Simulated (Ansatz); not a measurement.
InI3. Total charge 0; singlet. Geometry PBE0-D4/def2-SVP, basis def2-TZVP, Ansatz.

| run | HOMO (eV) | LUMO (eV) |
| --- | --- | --- |
| A | -7.02 | -3.75 |
| B | -6.71 | -3.86 |
| C | -7.85 | -3.15 |
| D | -6.88 | -4.16 |
| E | -6.66 | -3.76 |
| F | -6.51 | -3.77 |

In the def2 sets I, In take a core potential; there is no spin–orbit coupling.

The runs used BLYP, LDA (SPW92), PBE, PBE0, r2SCAN, revPBE. Estimate which is which.

A r2SCAN (0 % exact exchange); B PBE (0 % exact exchange); C PBE0 (25 % exact exchange); D LDA (SPW92) (0 % exact exchange); E revPBE (0 % exact exchange); F BLYP (0 % exact exchange). Exact exchange lowers occupied and raises empty levels; among semilocal functionals meta-GGAs tend to open the gap a little, and such runs are hard to tell apart. The gap grows from 2.72 eV (LDA (SPW92)) to 4.70 eV (PBE0).
